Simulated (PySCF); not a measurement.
**Correlation energy of F³⁺ (fluorine, charge +3)**

[He] 2s2 2p2, high-spin 3P determinant. Calculation: PySCF 2.14, in x2c-TZVPPall (5s3p2d1f, 31 functions); scalar relativity by spin-free X2C-1e. Frozen: 1s2; 4 electrons correlated.

| level | correlation energy (mhartree) |
| --- | --- |
| CCSD | -98.62 |
| (T) | -1.10 |
| CCSD(T) | -99.72 |
| CCSDT | -99.91 |

Diagnostics: T1 = 0.0036, D1 = 0.0077, largest double amplitude 0.122.

Cost of the coupled-cluster step: about 0.5 core-seconds, for 4 correlated electrons.

Iterations:

```
CC2 = 0
CCSD nocc = (np.int64(3), np.int64(1)), nmo = (30, 30)
frozen orbitals [[0], [0]]
max_cycle = 100
direct = 0
conv_tol = 1e-08
conv_tol_normt = 1e-06
diis_space = 8
diis_start_cycle = 0
Init t2, MP2 energy = -0.0762697836161011
Init E_corr(UCCSD) = -0.0762697836161117
cycle = 1  E_corr(UCCSD) = -0.0908374759387641  dE = -0.0145676923  norm(t1,t2) = 0.0341124
cycle = 2  E_corr(UCCSD) = -0.0952690781552561  dE = -0.00443160222  norm(t1,t2) = 0.0153819
cycle = 3  E_corr(UCCSD) = -0.098685521100054  dE = -0.00341644294  norm(t1,t2) = 0.0075296
cycle = 4  E_corr(UCCSD) = -0.0986073815923235  dE = 7.81395077e-05  norm(t1,t2) = 0.000624407
cycle = 5  E_corr(UCCSD) = -0.0986187277506903  dE = -1.13461584e-05  norm(t1,t2) = 5.79582e-05
cycle = 6  E_corr(UCCSD) = -0.0986163185336199  dE = 2.40921707e-06  norm(t1,t2) = 9.16048e-06
cycle = 7  E_corr(UCCSD) = -0.0986170491849041  dE = -7.30651284e-07  norm(t1,t2) = 1.68332e-06
cycle = 8  E_corr(UCCSD) = -0.0986169149483073  dE = 1.34236597e-07  norm(t1,t2) = 3.09664e-07
cycle = 9  E_corr(UCCSD) = -0.0986169176242032  dE = -2.67589587e-09  norm(t1,t2) = 2.95812e-08
UCCSD converged
E(UCCSD) = -95.50784195460162  E_corr = -0.09861691762420322
UCCSD(T) correction = -0.00109660794472182
```
